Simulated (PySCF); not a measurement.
## In²⁺ (indium, charge +2) across methods

[Kr] 4d10 5s1, 2S determinant. Computed with PySCF 2.14 in x2c-TZVPPall (8s6p4d2f, 60 functions), with scalar relativity by spin-free X2C-1e. The B2PLYP total includes its PT2 part (frozen core); its orbital energies are those of the SCF part.

```csv
method,E (hartree),mean ε 4d α (eV),mean ε 4d β (eV),mean ε 5s α (eV),Σ⟨r²⟩ (bohr²),⟨S²⟩
PBE,-5879.59,-36.729,-36.455,-24.152,32.35,0.750
LDA,-5874.15,-36.944,-36.696,-24.560,32.33,0.750
r2SCAN,-5880.02,-37.272,-36.968,-24.391,32.23,0.751
UHF,-5877.42342,-45.347,-45.133,-26.807,32.44,0.751
PBE0,-5879.68,-39.183,-38.923,-24.988,32.29,0.751
CAM-B3LYP,-5880.32,-40.588,-40.376,-26.473,32.36,0.750
wB97M-V,-5879.62,-41.713,-41.496,-26.963,32.38,0.750
B2PLYP,-5879.35,-41.448,-41.230,-25.766,32.37,0.750
M06-L,-5879.93,-37.129,-36.889,-23.638,32.06,0.751
```
